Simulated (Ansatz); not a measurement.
Relaxation of CH9GaNSi (13 atoms, charge 0, multiplicity 2), to a largest force component of 0.03 eV/Å in at most 50 steps.

Method: UKS PBE/def2-SVP (Ansatz).

```xyz
13
Properties=species:S:1:pos:R:3
Ga -0.046 -0.820 -0.440
H 0.030 -0.120 2.240
C 1.680 -0.017 -1.116
H 2.310 -0.804 -1.577
H 1.446 0.764 -1.869
H 2.238 0.436 -0.272
N -1.603 -0.036 -1.061
H -2.542 -0.352 -0.814
H -1.635 0.705 -1.771
Si 0.009 0.027 3.711
H -0.770 -1.112 4.307
H 1.417 0.002 4.238
H -0.644 1.328 4.086
```

**Question.** Where does it end, and by what steps?

**Answer.** The run converged. The force dipped under the threshold on the way, but the program's further checks kept it going. After 20 steps the energy has fallen by 0.020 eV; H5 moved furthest, 0.85 Å.

| step | energy less start (eV) | largest force component (eV/Å) | accepted |
| --- | --- | --- | --- |
| 0 | 0.0000 | 0.560 | yes |
| 1 | -0.0088 | 0.158 | yes |
| 2 | -0.0097 | 0.124 | yes |
| 3 | -0.0101 | 0.071 | yes |
| 4 | -0.0118 | 0.091 | yes |
| 5 | -0.0118 | 0.102 | yes |
| 6 | -0.0126 | 0.061 | yes |
| 7 | -0.0135 | 0.101 | yes |
| 8 | -0.0141 | 0.057 | yes |
| 9 | -0.0150 | 0.083 | yes |
| 10 | -0.0154 | 0.064 | yes |
| 11 | -0.0162 | 0.071 | yes |
| 12 | -0.0167 | 0.080 | yes |
| 13 | -0.0172 | 0.074 | yes |
| 14 | -0.0178 | 0.050 | yes |
| 15 | -0.0184 | 0.034 | yes |
| 16 | -0.0189 | 0.036 | yes |
| 17 | -0.0191 | 0.042 | yes |
| 18 | -0.0193 | 0.028 | yes |
| 19 | -0.0194 | 0.066 | yes |
| 20 | -0.0196 | 0.026 | yes |

```xyz
13
Properties=species:S:1:pos:R:3
Ga -0.133 -0.953 -0.530
H -0.027 -0.683 2.128
C 1.610 0.032 -0.789
H 2.195 -0.467 -1.587
H 1.399 1.081 -1.086
H 2.204 0.021 0.145
N -1.659 -0.102 -1.132
H -2.603 -0.492 -1.073
H -1.664 0.818 -1.584
Si 0.108 0.015 3.464
H -0.681 -0.739 4.498
H 1.558 0.052 3.860
H -0.418 1.418 3.347
```

Whether the end is a true minimum wasn't checked by a vibrational analysis.

Run time: 50 s on 4 threads of Arm Neoverse V1, on a shared host, peak memory 0.22 GiB.
